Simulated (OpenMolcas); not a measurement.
**OpenMolcas run: Zn**

Input:

```
&GATEWAY
Coord
1

Zn 0.0 0.0 0.0
Basis=ANO-RCC-VDZ
Group=XYZ
NoMove
AngMom=0.0 0.0 0.0
AMFI
&SEWARD
&RASSCF
FileOrb=start.orb
Symmetry=1
Spin=3
nActEl=2 0 0
Inactive=8 6
Ras2=1 3
CIRoot=3 3 1
SDav=3
CIMx=300
Iter=120 100
PrWF=0.3
OrbListing=Nothing
MaxOrb=0
Atom
>>> COPY $Project.JobIph JOB001
&RASSCF
FileOrb=start.orb
Symmetry=1
Spin=1
nActEl=2 0 0
Inactive=8 6
Ras2=1 3
CIRoot=1 1 1
SDav=7
CIMx=300
Iter=120 100
PrWF=0.3
OrbListing=Nothing
MaxOrb=0
Atom
>>> COPY $Project.JobIph JOB002
&RASSCF
FileOrb=start.orb
Symmetry=2
Spin=3
nActEl=2 0 0
Inactive=8 6
Ras2=1 3
CIRoot=3 3 1
SDav=3
CIMx=300
Iter=120 100
PrWF=0.3
OrbListing=Nothing
MaxOrb=0
Atom
>>> COPY $Project.JobIph JOB003
&RASSI
NrOfJobIphs=2 1 3
1
1 2 3
IphNames
JOB002
JOB003
EJob
SpinOrbit
DIPRint=1.0
SOCoupling=1000.0
Subsets=2
MEES
Property=10
'ANGMOM' 1 'ANGMOM' 2 'ANGMOM' 3 'MLTPL  1' 1 'MLTPL  1' 2 'MLTPL  1' 3
'AMFI' 1 'AMFI' 2 'AMFI' 3 'MLTPL  2' 6
SOProperty=3
'ANGMOM' 1 'ANGMOM' 2 'ANGMOM' 3
```

Launched by
```bash
OMP_NUM_THREADS=1 MOLCAS_MEM=2252 MOLCAS_PROJECT=a pymolcas a.inp > a.log  # once for each step of the input, in one work folder
```

A driver script runs the steps one by one and writes start.orb anew before each from the orbitals found so far.

Output, cut to the results:

```
--- SEWARD ---
Basis set label: ZN.ANO-RCC...5S4P2D.

      Electronic valence basis set:
      ------------------
      Associated Effective Charge  30.000000 au
      Associated Actual Charge     30.000000 au
      Nuclear Model: Point charge

      Shell  nPrim  nBasis  Cartesian Spherical Contaminant
         s      21       5        X
         p      15       4        X
         d      10       2                 X
                  Relativistic Douglas-Kroll-Hess integrals:
                    - DKH order of Hamiltonian: 2
                    - DKH order of Properties : 0
                  Atomic mean-field integrals
--- RASSCF ---
Wave function specifications:
      -----------------------------

      Number of closed shell electrons          28
      Number of electrons in active shells       2
      Max number of holes in RAS1 space          0
      Max nr of electrons in RAS3 space          0
      Number of inactive orbitals               14
      Number of active orbitals                  4
      Number of secondary orbitals               9
      Spin quantum number                      1.0
      State symmetry                             1
Orbital specifications:
      -----------------------

      Symmetry species                           1   2
                                                ag  au
      Frozen orbitals                            0   0
      Inactive orbitals                          8   6
      Active orbitals                            1   3
      RAS1 orbitals                              0   0
      RAS2 orbitals                              1   3
      RAS3 orbitals                              0   0
      Secondary orbitals                         6   3
      Deleted orbitals                           0   0
      Number of basis functions                 15  12
      Number of CSFs                             3
      Number of root(s) required                 3
      Iter CI   SX   CI       RASSCF       Energy    max ROT     max BLB   max BLB  Level Ln srch  Step   QN
          iter iter root      energy       change     param      element    value   shift minimum  type update
 Nr of preliminary CI iterations:   1
 ###############################################################################
 ###############################################################################
 ###                                                                         ###
 ###                                                                         ###
 ###    WARNING: Problems in orbital optimization.                           ###
 ###                                                                         ###
 ###                                                                         ###
 ###############################################################################
 ###############################################################################
  Warning: In symmetry  1, orbital p=   9 has diagonal density matrix element D(p,p) close to zero. D(p,p)=  0.000000E+00
      Total energies have been shifted. Add                -1000.00 au
        ...
 ###############################################################################
 ###############################################################################
  Warning: In symmetry  1, orbital p=   9 has diagonal density matrix element D(p,p) close to zero. D(p,p)=  0.000000E+00
        4   1    1    0  -793.91650765    1.59E-12   0.00E+00    6  14 1 -4.60E-08   0.50   0.00    SX    NO
      Convergence after  4 iterations
        5   1    1    0  -793.91650765   -1.36E-12   0.00E+00    6  14 1 -4.60E-08   0.50   0.00    SX    NO
      Natural orbitals and occupation numbers for root  1
      sym 1:   0.000000
      sym 2:   1.000000   0.000000   1.000000
      Natural orbitals and occupation numbers for root  2
      sym 1:   0.000000
      sym 2:   1.000000   1.000000   0.000000
      Natural orbitals and occupation numbers for root  3
      sym 1:   0.000000
      sym 2:   0.000000   1.000000   1.000000
::    RASSCF root number  1 Total energy:  -1793.91650765
::    RASSCF root number  2 Total energy:  -1793.91650765
::    RASSCF root number  3 Total energy:  -1793.91650765
--- RASSCF ---
Wave function specifications:
      -----------------------------

      Number of closed shell electrons          28
      Number of electrons in active shells       2
      Max number of holes in RAS1 space          0
...
--- RASSI ---
SPIN-FREE ENERGIES:
  (Shifted by EMIN (a.u.) =      -1794.2595685020)

 SF State       Relative EMIN(au)   Rel lowest level(eV)    D:o, cm**(-1)      L_eff

     1             0.0000000000        0.0000000000              0.0000         0.0
     2             0.1319962577        3.5918011515          28969.8300         1.0
     3             0.1319962577        3.5918011515          28969.8300         1.0
     4             0.1319962577        3.5918011515          28969.8300         1.0
     Dipole printing threshold changed to   1.00000000E+00

++ Dipole transition strengths (spin-free states):
   -----------------------------------------------
     for osc. strength at least  1.00000000E+00

  ( Max oscillator strength is only    0.0000000000000000      )
--
Eigenvalues of complex Hamiltonian:
   -----------------------------------
  (Shifted by EMIN (a.u.) =      -1794.2595685020)

 SO State       Relative EMIN(au)   Rel lowest level(eV)    D:o, cm**(-1)     J-value

     1             0.0000000000        0.0000000000              0.0000         0.0
     2             0.1305674158        3.5529203836          28656.2355         0.0
     3             0.1312818368        3.5723607675          28813.0327         0.6
     4             0.1312818368        3.5723607675          28813.0327         0.9
     5             0.1312818368        3.5723607675          28813.0327         0.8
     6             0.1327106786        3.6112415355          29126.6273         1.1
     7             0.1327106786        3.6112415355          29126.6273         1.8
     8             0.1327106786        3.6112415355          29126.6273         1.3
     9             0.1327106786        3.6112415355          29126.6273         1.8
    10             0.1327106786        3.6112415355          29126.6273         1.7
Weights of the five most important spin-orbit-free states for each spin-orbit state.

...
```

The J values that RASSI prints are effective ones from its own formula and need not be integers or half-integers; the table below assigns J from the states.

Levels above the lowest, from the spin-orbit matrix, grouped by J:

```tsv
Configuration	Term	J	E (cm-1)	Measured (cm-1)	g	Term weight %
4s2	1S	0	0.0	0.0		100
4s 4p	3P*	0	28656	32311		100
4s 4p	3P*	1	28813	32501	1.501	100
4s 4p	3P*	2	29127	32890	1.501	100
```

Against the 3 measured excited levels shown (NIST Handbook of Basic Atomic Spectroscopic Data) the mean absolute deviation is 3700 cm-1; the largest miss in energy is 4s 4p 3P* 2: computed 29127, measured 32890 cm-1 (-11.4 %).

Some high roots are left out of the spin-orbit mixing, which shifts the levels that they would mix with. Without dynamic correlation excited terms often stand tens of per cent too high (terms of higher spin than the ground term too low), and those without a measured partner can miss by more than the paired ones. Computed and measured levels are paired by configuration, term and J; levels that our copy of the source lacks, or whose pairing is in doubt (as where it misses far off the trend of its configuration), stay unpaired and out of the deviations. Levels of configurations outside the active space are missing. The first state left out of the spin-orbit step lies near 55000 cm-1 above the lowest spin-free state of the reference (among the parities and spins computed), and the list stops at four fifths of that energy or lower.

The term weight is that of the spin-free term in the level, not the purity of its configuration. * marks odd parity.
